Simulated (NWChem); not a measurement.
System: Si$_{2}$NH$_{6}$OF; SMILES N[Si@@H](O)[SiH2]F

```xyz
11

N     -1.4827     1.7393     0.1559
Si     0.0181     1.0820    -0.3712
O      1.3386     1.2470     0.6439
Si    -0.1668    -1.2588    -0.5121
F      1.0244    -1.7527     0.5173
H     -1.9629     1.3688     0.9686
H     -1.6662     2.7315     0.0498
H      0.3269     1.7859    -1.6458
H      1.6272     0.4176     1.0437
H     -1.4534    -1.8194     0.0027
H      0.1100    -1.8620    -1.8498
```
Atoms are numbered in this order, from 1.

All runs: NWChem. Pople sets run with spherical d functions. The geometry was optimised at PBE0/def2-SVP. Absolute isotropic GIAO shieldings of the H sites, static isolated molecule.

```
row  σ, KT2/pcSseg-1 (ppm)  σ, B3LYP/6-311G** (ppm)
---  ---------------------  -----------------------
H11                  25.72                    26.40
H10                  25.78                    26.45
H8                   26.19                    26.96
H9                   28.23                    29.09
H7                   29.41                 withheld
H6                   30.13                    30.95
```

Fit a straight line of the last column on the one before it, predict the withheld value, and compare with the run.


1. Means of the 5 shown rows: x = 27.210, y = 27.970. Slope Σ(x − x̄)(y − ȳ)/Σ(x − x̄)² = 15.39/14.87 = 1.035; intercept -0.192.
2. The shown rows scatter about the line by 0.046 (root mean square); the largest residual is +0.06, at H9.
3. At x = 29.41 (H7; inside the shown range) the line gives 30.25.
4. The run gives 30.24, -0.01 from the line, 0.2 times the scatter.
